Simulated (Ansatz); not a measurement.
FH$_{2}$Sn, SMILES `[F][SnH2]` radical. The species carries charge 0 and has multiplicity 2. Sn takes the def2 core potential.

(1) List the harmonic frequencies (cm⁻¹, unscaled) at PBE0-D4/def2-TZVP in Ansatz. (An estimate is asked.)

(2) Is this a minimum?

(3) Give the ideal-gas thermochemistry at 298.15 K and 1 bar (rigid rotor, harmonic oscillator; point group Cs, symmetry number 1).

(4) And at 400, 500, 600, 800 and 1000 K?

## Answers

(1) The calculation gave: 495, 570, 604, 680, 1813, 1870.

(2) Yes, all 6 modes are real.

(3) Zero-point energy 36.1 kJ/mol; H(298) − E = 47.8 kJ/mol; entropy 274.8 J/(mol·K), of which translation 170.5, rotation 90.4, vibration 8.2, electronic 5.8; G(298) − E = -34.1 kJ/mol.

(4) 
```
T (K)  H − E (kJ/mol)  S (J/mol/K)  G − E (kJ/mol)
  400            53.3        290.8           -63.0
  500            59.3        304.1           -92.7
  600            65.7        315.7          -123.7
  800            79.4        335.3          -188.9
 1000            93.9        351.5          -257.6
```
